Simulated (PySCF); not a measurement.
An equivalent PySCF input for In (indium, neutral), [Kr] 4d10 5s2 5p1, 2P determinant, with scalar relativity through the core potential:

```python
from pyscf import gto, scf, dft, mp, cc
import basis_set_exchange as bse
txt = bse.get_basis("def2-SVP", elements=["In"], fmt="nwchem", header=False)
cut = txt.index("\nECP")
mol = gto.M(atom="In 0 0 0", charge=0, spin=1, symmetry="D2h",
            basis=gto.basis.parse(txt[:cut]),
            ecp={"In": gto.basis.parse_ecp(txt[cut:])})
mf = scf.UHF(mol)
mf.irrep_nelec = {'Ag': (4, 4), 'B1g': (1, 1), 'B2g': (1, 1), 'B3g': (1, 1), 'B1u': (1, 1), 'B2u': (2, 1), 'B3u': (1, 1)}
mf.kernel()
```

It reaches the same state as the run whose output follows, and the same energy. The run itself started from symmetry-adapted Hartree-Fock orbitals and held the occupation by maximum overlap, so the iterations belong to that start.

```
SCF conv_tol = 1e-09
number electrons alpha = 11  beta = 10
cycle= 1 E= -189.205999028892  delta_E= -0.00195  |g|= 0.0136  |ddm|= 0.0661
cycle= 2 E= -189.206280913561  delta_E= -0.000282  |g|= 0.00531  |ddm|= 0.0252
cycle= 3 E= -189.206335258024  delta_E= -5.43e-05  |g|= 0.000506  |ddm|= 0.0173
cycle= 4 E= -189.206336073763  delta_E= -8.16e-07  |g|= 0.000131  |ddm|= 0.00336
cycle= 5 E= -189.206336121406  delta_E= -4.76e-08  |g|= 3.62e-05  |ddm|= 0.000978
cycle= 6 E= -189.20633612457  delta_E= -3.16e-09  |g|= 4.79e-06  |ddm|= 0.00034
cycle= 7 E= -189.20633612462  delta_E= -4.95e-11  |g|= 6.9e-07  |ddm|= 4.27e-05
converged SCF energy = -189.20633612462  <S^2> = 0.75879928  2S+1 = 2.00878
```

Energies and moments cover only the electrons outside the core potential.
